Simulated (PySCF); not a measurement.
C3H10Si2.
SMILES: `C1C[SiH2][SiH2]C1`

The closed-shell ground state was solved at several levels (PySCF, density fitting, gas phase, non-relativistic). Isolated species at its PBE0-D3(BJ)/def2-SVP geometry (one conformer only).

```json
{"level": "PBE0/pcSseg-1", "basis functions": "149", "HOMO (eV)": "-7.49", "LUMO (eV)": "0.27", "gap (eV)": "7.76", "dipole (D)": "1.00"}
{"level": "PBE0/def2-SVPD", "basis functions": "188", "HOMO (eV)": "-7.42", "LUMO (eV)": "0.10", "gap (eV)": "7.52", "dipole (D)": "1.15"}
```

(1) What might wB97X-D/pcSseg-2 (334 basis functions) give for the same quantities?

(2) Over all these levels, which gives the widest orbital gap and which the narrowest?

(3) How far do the dipole and the HOMO energy spread over the levels?

## Answers

(1) HOMO -9.20 eV, LUMO 1.65 eV, gap 10.85 eV, dipole 1.09 D.

(2) wB97X-D/pcSseg-2 (range-separated hybrid) has the widest, 10.85 eV, and PBE0/def2-SVPD (global hybrid, 25 % exact exchange) the narrowest, 7.52 eV. Functional and basis both differ between the two, so the spread mixes both effects.

(3) The dipole runs from 1.00 to 1.15 D (mean 1.08 D) and the HOMO from -9.20 to -7.42 eV.
